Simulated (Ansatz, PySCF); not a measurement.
Reaction (SMILES): F[As](F)F → F[As](F)F as doublet, charge +1 + e-
Structures are relaxed separately at B3LYP-D3(BJ)/def2-TZVP in Ansatz (an electronic-structure program). A spin state is the lowest found, not a proven ground state.

Property: adiabatic ionisation energy (0 K, with B3LYP-D3(BJ) harmonic zero-point energies from PySCF), in eV. Cores are frozen in the correlated levels unless marked. UHF or UKS for open shells. No spin-orbit coupling. Frozen are the shells of the preceding noble gas and the d and f shells that filled before the atom's block. Non-relativistic. CBS marks a two-point X^-3 extrapolation of the correlation energy; Hartree-Fock from the larger set. The bracket is a focal-point correction in the basis named.

```json
[
 {"level": "HF/STO-3G", "program": "Ansatz", "adiabatic ionisation energy (eV)": "7.80"},
 {"level": "BLYP/def2-TZVPD", "program": "Ansatz", "adiabatic ionisation energy (eV)": "11.99"},
 {"level": "revPBE-D3(BJ)/def2-TZVPD", "program": "Ansatz + dftd3", "adiabatic ionisation energy (eV)": "11.86"},
 {"level": "BHLYP-D4/def2-TZVPD", "program": "Ansatz + dftd4", "adiabatic ionisation energy (eV)": "12.23"}
]
```

**Question.** Estimate the value at RI-MP2/CBS(cc-pVTZ,cc-pVQZ)+[CCSD(T)-MP2]/cc-pVTZ as computed with Ansatz.

**Answer.** 12.21 eV, so BHLYP-D4/def2-TZVPD differs from it by 0.02 eV.
